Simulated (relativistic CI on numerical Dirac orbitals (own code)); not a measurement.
## Ligand-field terms of d8

Computed with a parametric ligand-field model of a d^n configuration (Racah B and C, spin-orbit zeta, crystal field), exact diagonalisation.

Field parameters in Wybourne normalisation: Oh B⁴₀ = 21Dq, B⁴₄ = √(5/14) B⁴₀; Td as Oh with Dq negative (B⁴₀ = 21Dq, B⁴₄ = √(5/14) B⁴₀). The field is a parameter set, without covalency.

Question: Lowest levels for B = 580, C = 2740, ζ = 830 cm⁻¹, Oh, 10Dq = 4150 cm⁻¹?

Answer: T2 0 (S 1.00), E 3739 (S 0.99), T1 4023 (S 1.00), T2 4724 (S 0.99), A2 4905 (S 1.00), A1 6160 (S 0.99), T1 7026 (S 1.00), E 7676 (S 0.85), T2 8078 (S 0.99) cm⁻¹, with S from ⟨S²⟩ = S(S + 1). The ground level has 2.06 electrons in the cubic e pair.

Question: Lowest levels for B = 330, C = 1680, ζ = 680 cm⁻¹, Td, 10Dq = -9850 cm⁻¹?

Answer: A1 0 (S 1.00), T1 432 (S 1.00), E 1147 (S 0.99), T2 1233 (S 0.99), T2 6220 (S 0.11), E 6448 (S 0.05), T1 9928 (S 1.00), E 9977 (S 1.00), T2 10392 (S 0.97) cm⁻¹, with S from ⟨S²⟩ = S(S + 1). The ground level has 3.97 electrons in the cubic e pair.

Question: Lowest levels for B = 750, C = 2990, ζ = 350 cm⁻¹, Oh, 10Dq = 25350 cm⁻¹?

Answer: T2 0 (S 1.00), E 11839 (S 0.00), A1 21839 (S 0.00), E 25264 (S 1.00), T1 25264 (S 1.00), T2 25445 (S 1.00), A2 25538 (S 1.00), T1 33329 (S 1.00), T2 33331 (S 1.00) cm⁻¹, with S from ⟨S²⟩ = S(S + 1). The ground level has 2.00 electrons in the cubic e pair.

Question: Lowest levels for B = 640, C = 3300, ζ = 160 cm⁻¹, Oh, 10Dq = 11150 cm⁻¹?

Answer: T2 0 (S 1.00), E 11031 (S 0.91), T1 11112 (S 1.00), T2 11195 (S 1.00), A2 11236 (S 1.00), E 11580 (S 0.22), A1 16718 (S 1.00), T1 16789 (S 1.00), T2 16892 (S 1.00) cm⁻¹, with S from ⟨S²⟩ = S(S + 1). The ground level has 2.00 electrons in the cubic e pair.

Question: Lowest levels for B = 740, C = 3270, ζ = 550 cm⁻¹, Oh, 10Dq = 37050 cm⁻¹?

Answer: T2 0 (S 1.00), E 12362 (S 0.00), A1 23230 (S 0.00), E 36904 (S 1.00), T1 36911 (S 1.00), T2 37196 (S 1.00), A2 37347 (S 1.00), T2 45254 (S 1.00), E 45295 (S 1.00) cm⁻¹, with S from ⟨S²⟩ = S(S + 1). The ground level has 2.00 electrons in the cubic e pair.
